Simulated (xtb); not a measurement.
Bi(H)2(SiH3) (BiH5Si), SMILES [SiH3][BiH2]. All values are semi-empirical tight-binding results from xtb (GFN2-xTB unless named), good for trends rather than for accurate numbers. Geometry: GFN2-xTB.

Optimised geometry:

Bond lengths (Å): Bi1–H2 1.782, Bi1–H3 1.782, Bi1–Si4 2.600, Si4–H5 1.456, Si4–H6 1.463, Si4–H7 1.464. Angles (°): H2–Bi1–H3 88.9, H2–Bi1–Si4 88.5, H3–Bi1–Si4 88.3, Bi1–Si4–H5 114.7, Bi1–Si4–H6 111.6, Bi1–Si4–H7 111.4, H5–Si4–H6 106.5, H5–Si4–H7 106.5, H6–Si4–H7 105.6.

For metal compounds this method's bond lengths and energies can be far off.

```
Item                                           Value
-------------------------------------  -------------
orbital gap                                  4.52 eV
zero-point energy                      22.7 kcal/mol
G − E(el) at 298.15 K (modified RRHO)   4.1 kcal/mol
```

Computed atomic charges and the Wiberg bond orders between heavy atoms:
charges (e) Bi1 0.26, H2 -0.16, H3 -0.16, Si4 0.37, H5 -0.09, H6 -0.11, H7 -0.11. Bond orders Bi1–Si4 0.84.
